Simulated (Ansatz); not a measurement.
CH6NO2V (`[CH3][V]([NH2])(=[O])[OH]`) at its PBE0-D4/def2-TZVP geometry, where that method's forces vanish. The species carries charge 0 and has multiplicity 1.

```csv
atom,x (Å),y (Å),z (Å)
C1,0.286,1.368,-0.698
V2,-0.465,-0.287,0.182
N3,0.728,-1.616,-0.169
O4,-1.785,-0.580,-0.591
O5,-0.657,0.101,1.895
H6,0.417,1.203,-1.768
H7,1.247,1.603,-0.232
H8,-0.418,2.187,-0.533
H9,0.580,-2.371,-0.822
H10,1.564,-1.760,0.381
H11,-1.498,0.151,2.354
```

(1) For each bond, give half the difference of the two atoms' forces along it (eV/Å; positive pushes the atoms apart) under PBE-D4, r2SCAN-D4, B3LYP-D4, ωB97M-V in def2-TZVPP. (Best estimate.)

Answers

(1) Computed: 
```json
{"bond": "C1–V2", "length (Å)": "2.020", "PBE-D4": "-0.15", "r2SCAN-D4": "-0.09", "B3LYP-D4": "0.06", "ωB97M-V": "0.03"}
{"bond": "C1–H6", "length (Å)": "1.090", "PBE-D4": "0.09", "r2SCAN-D4": "-0.03", "B3LYP-D4": "-0.08", "ωB97M-V": "-0.05"}
{"bond": "C1–H7", "length (Å)": "1.093", "PBE-D4": "0.08", "r2SCAN-D4": "-0.04", "B3LYP-D4": "-0.08", "ωB97M-V": "-0.05"}
{"bond": "C1–H8", "length (Å)": "1.093", "PBE-D4": "0.10", "r2SCAN-D4": "-0.02", "B3LYP-D4": "-0.08", "ωB97M-V": "-0.07"}
{"bond": "V2–N3", "length (Å)": "1.820", "PBE-D4": "-0.01", "r2SCAN-D4": "0.09", "B3LYP-D4": "0.11", "ωB97M-V": "0.05"}
{"bond": "V2–O4", "length (Å)": "1.558", "PBE-D4": "1.25", "r2SCAN-D4": "0.81", "B3LYP-D4": "0.58", "ωB97M-V": "-0.21"}
{"bond": "V2–O5", "length (Å)": "1.766", "PBE-D4": "-0.02", "r2SCAN-D4": "0.02", "B3LYP-D4": "0.11", "ωB97M-V": "0.16"}
{"bond": "N3–H9", "length (Å)": "1.009", "PBE-D4": "0.13", "r2SCAN-D4": "-0.06", "B3LYP-D4": "-0.08", "ωB97M-V": "-0.03"}
{"bond": "N3–H10", "length (Å)": "1.011", "PBE-D4": "0.14", "r2SCAN-D4": "-0.05", "B3LYP-D4": "-0.09", "ωB97M-V": "-0.04"}
{"bond": "O5–H11", "length (Å)": "0.960", "PBE-D4": "0.30", "r2SCAN-D4": "-0.03", "B3LYP-D4": "-0.07", "ωB97M-V": "-0.08"}
```

B3LYP here is the variant with VWN-RPA as its local correlation; programs differ in this.
